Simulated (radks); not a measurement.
Excited configurations of the manganese ion Mn3+: one electron is placed in a higher orbital outside [Ar] 3d3. The ground configuration is [Ar] 3d4. Calculated with a radial shooting solver on a logarithmic mesh with Libxc functionals: scalar-relativistic Kohn-Sham, SCAN, spin-polarised, spherical densities, finite nucleus; open shells are filled with parallel spins first; meta-GGA in the generalised Kohn-Sham scheme; Fermi nuclear charge, rms radius 3.7057 fm. Excitation = E - E(ground); binding = E(ion) - E, where the ion is the core of charge +4; n* = 4/sqrt(2 binding) in atomic units, and the quantum defect is n - n*.

| outer orbital | excitation (eV) | binding (eV) | n* | quantum defect | eigenvalue (eV) | <r> (bohr) |
|---|---|---|---|---|---|---|
| 4p | 22.090 | 30.481 | 2.672 | 1.328 | -26.988 | 2.539 |
| 4d | 32.123 | 20.447 | 3.263 | 0.737 | -17.638 | 3.307 |
| 5d | 40.529 | 12.041 | 4.252 | 0.748 | -10.631 | 6.130 |
| 5f | 43.544 | 9.026 | 4.911 | 0.089 | -7.886 | 7.529 |
| 6f | 46.236 | 6.334 | 5.862 | 0.138 | -5.604 | 11.49 |
| 7p | 45.759 | 6.811 | 5.653 | 1.347 | -6.149 | 11.95 |
| 7d | 46.933 | 5.637 | 6.214 | 0.786 | -5.065 | 13.96 |

Estimate the row for 6p.

Answer. excitation (eV) 42.577; binding (eV) 9.993; n* 4.667; quantum defect 1.333; eigenvalue (eV) -8.984; <r> (bohr) 8.082. The Delta-SCF ionisation energy is 52.570 eV (NIST Atomic Spectra Database: 51.2 eV, semi-empirical). Self-interaction in the functional shifts the binding energies and quantum defects, so they are the method's values and not measured ones. Open shells are spherical and high-spin; term and fine-structure splittings are not resolved.
